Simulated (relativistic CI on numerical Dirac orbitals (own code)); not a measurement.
Calculated at this level of theory: Dirac-Coulomb-Breit CI, KLI orbitals optimised for each configuration, model QED (radiative potential, 1s self-energy scaled to tabulated hydrogen-like ionisation energies), unscaled Slater integrals (own radial code, finite nucleus).

Configurations in the expansion (outside the closed core [Kr] 4d10): 4f14 5s2 5p5, 4f13 5s2 5p6, 4f14 5s 5p6, 4f14 5s2 5p4 5d, 4f14 5s 5p5 5d, 4f14 5s2 5p4 5f, 4f13 5s2 5p5 5d, 4f14 5s2 5p4 6s, 4f14 5s2 5p4 5g, 4f14 5s 5p5 5f, 4f13 5s2 5p5 6s, 4f14 5s2 5p4 6p, 4f13 5s2 5p5 6p, 4f14 5p6 5d, 4f14 5s 5p5 5g, 4f14 5s2 5p3 5d 6p, 4f14 5s 5p4 5d2, 4f14 5s2 5p4 6d, 4f13 5s2 5p5 5f, 4f14 5s2 5p3 5d 5f, 4f14 5s2 5p3 5d2, 4f14 5s2 5p2 5d3, 4f14 5s 5p3 5d3, 4f14 5s2 5p2 5d2 5f, 4f13 5s2 5p3 5d3, 4f14 5s2 5p3 6s2, 4f14 5s2 5p2 5d 6s2, 4f14 5s 5p3 5d 6s2, 4f14 5s2 5p2 5f 6s2, 4f13 5s2 5p3 5d 6s2. Double excitations out of closed p, d and f shells are left out; levels of such configurations are missing from the list, as are those of other unlisted configurations, and high levels can miss mixing partners. Some configurations lack a partner that the ground configuration has and come out too high, among them 4f14 5s2 5p4 6s, 4f14 5s2 5p4 5g, 4f14 5s 5p5 5f, 4f13 5s2 5p5 6s, 4f14 5s2 5p4 6p.

At this charge transitions that keep the count of f electrons are usually good to a few per cent. Levels and lines within the n = 5 or 6 shells can be off by up to 10 % or somewhat more, and those that change n by about 2 %, since core polarisation is missing. Levels that differ in their count of f electrons can be misplaced by several ten thousand cm⁻¹, since the correlation energy of f electrons is missing or only estimated; rates across such gaps can be off by orders of magnitude.

Outline of the computed level scheme of Os X. Lowest level of each configuration: 4f14 5s2 5p5 2P°_3/2 at 0.0000 eV; 4f13 5s2 5p6 2F°_7/2 at 17.5866 eV; 4f14 5s 5p6 2S_1/2 at 45.0298 eV; 4f14 5s2 5p4 5d 4D_3/2 at 46.9724 eV; 4f13 5s2 5p5 5d 4D_7/2 at 63.4070 eV.

Some strong electric-dipole decays among the lowest 45 levels: 4f14 5s2 5p4 5d 4F_5/2 → 4f14 5s2 5p5 2P°_3/2 (4.9e+10 s⁻¹); 4f13 5s2 5p5 5d 2S_1/2 → 4f14 5s2 5p5 2P°_3/2 (4.0e+10 s⁻¹); 4f14 5s2 5p4 5d 4P_1/2 → 4f14 5s2 5p5 2P°_3/2 (3.5e+10 s⁻¹); 4f14 5s2 5p4 5d 2D_3/2 → 4f14 5s2 5p5 2P°_3/2 (3.5e+10 s⁻¹); 4f13 5s2 5p5 5d 2D_3/2 → 4f14 5s2 5p5 2P°_3/2 (2.4e+10 s⁻¹); 4f13 5s2 5p5 5d 2D_5/2 → 4f14 5s2 5p5 2P°_3/2 (1.7e+10 s⁻¹); 4f14 5s2 5p4 5d 2D_5/2 → 4f14 5s2 5p5 2P°_3/2 (7.7e+09 s⁻¹); 4f14 5s2 5p4 5d 4F_5/2 → 4f14 5s2 5p5 2P°_3/2 (5.1e+09 s⁻¹).

LS names give the leading component of a level, which can be under half, so a name can repeat, a term be missing and a line seem to break the LS rules.
